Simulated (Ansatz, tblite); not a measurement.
Spin states of the cluster Cu2Se⁺, each relaxed with r2SCAN-D4/def2-TZVP in Ansatz. Electronic energies in the gas phase.

The xTB rows come from tblite. B3LYP takes the VWN-RPA correlation. Correlated methods freeze 27 core orbitals; core or outer-core shells of Se are correlated, in sets that lack core-valence functions. In CCSD on the charge 1 quartet the largest single amplitude is 0.36, so its Hartree–Fock determinant may place the open shell otherwise than the density functionals do. The structure comes from a short search, and lower isomers may exist.

Doublet geometry (C2v within 0.1 Å):

```xyz
3

Cu   -1.296   -0.319   -0.609
Cu    0.930   -0.781    0.824
Se    0.367    1.100   -0.215
```

Quartet geometry (C2v within 0.1 Å):

Cartesian coordinates in Å:
```
Cu -0.5760 1.2080 0.1253
Cu -0.8118 -1.0572 -0.1738
Se 1.3878 -0.1509 0.0485
```

⟨S²⟩: doublet 0.76 at PBE0-D4/def2-TZVP (pure 0.75), quartet 3.76 at PBE0-D4/def2-TZVP (pure 3.75).

Run but left out: HF/6-31G, HF/def2-TZVP, MP2/def2-TZVP (quartet: a determinant that CCSD turns far, T1 0.052).

Only these spin states were relaxed.

(1) Estimate which spin state lies lowest at each of these levels, and by how much: GFN1-xTB; GFN2-xTB; r2SCAN-D4/def2-TZVP; B3LYP-D4/def2-TZVP; PBE0-D4/def2-TZVP; r2SCAN0-D4/def2-TZVP; RPA@PBE/def2-TZVP; CCSD/def2-TZVP.

Answers

(1) 
| level | quartet − doublet (kJ/mol) | lowest of these | remarks |
| --- | --- | --- | --- |
| GFN1-xTB | 204.8 | doublet | – |
| GFN2-xTB | 304.1 | doublet | – |
| r2SCAN-D4/def2-TZVP | 199.0 | doublet | – |
| B3LYP-D4/def2-TZVP | 224.1 | doublet | – |
| PBE0-D4/def2-TZVP | 232.9 | doublet | – |
| r2SCAN0-D4/def2-TZVP | 230.5 | doublet | – |
| RPA@PBE/def2-TZVP | 203.0 | doublet | – |
| CCSD/def2-TZVP | 271.6 | doublet | large T1 (0.052) (quartet) |

Change of the quartet − doublet gap on mixing in exact exchange, in kJ/mol: r2SCAN to r2SCAN0 (25 % exact exchange) 31.5. The xTB methods have no spin-polarisation term.
